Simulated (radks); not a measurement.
Valence configurations of As IV (all share [Ar]). Method: scalar-relativistic Kohn-Sham, PBEsol, spin-polarised, spherical densities, finite nucleus; open shells are filled with parallel spins first; Fermi nuclear charge, rms radius 4.0968 fm; computed with a radial shooting solver on a logarithmic mesh with Libxc functionals. Energies are relative to 3d10 4s2; eigenvalues in eV for spin up.

3d10 4s2: E (eV) 0.000; moment (Bohr magnetons) 0; e(3d) -74.944; e(4s) -44.462
3d9 4s2 4p1: E (eV) 45.738; moment (Bohr magnetons) 2; e(3d) -87.751; e(4p) -36.553; e(4s) -48.914
3d10 4s1 4p1: E (eV) 10.085; moment (Bohr magnetons) 2; e(3d) -76.538; e(4p) -34.815; e(4s) -46.554
3d10 4p2: E (eV) 21.845; moment (Bohr magnetons) 2; e(3d) -78.001; e(4p) -35.543
3d9.5 4s2 4p0.5: E (eV) 21.931; moment (Bohr magnetons) 1; e(3d) -81.290; e(4p) -34.789; e(4s) -46.760
3d10 4s1.5 4p0.5: E (eV) 5.412; moment (Bohr magnetons) 1; e(3d) -75.782; e(4p) -33.950; e(4s) -45.598
3d8.5 4s2 4p1.5: E (eV) 71.516; moment (Bohr magnetons) 3; e(3d) -94.330; e(4p) -38.216; e(4s) -50.966
3d9 4s1 4p2: E (eV) 55.149; moment (Bohr magnetons) 4; e(3d) -89.116; e(4p) -38.036; e(4s) -50.567
3d7.5 4s2 4p2.5: E (eV) 129.26; moment (Bohr magnetons) 5; e(3d) -107.84; e(4p) -41.348; e(4s) -54.858
3d10 4s0.5 4p1.5: E (eV) 15.960; moment (Bohr magnetons) 2; e(3d) -77.273; e(4p) -35.185; e(4s) -46.944

NIST lists [Ar] 3d10 4s2 as the ground configuration; this level of theory agrees among the configurations tried. The energies are those of spherical high-spin densities, not of single terms.
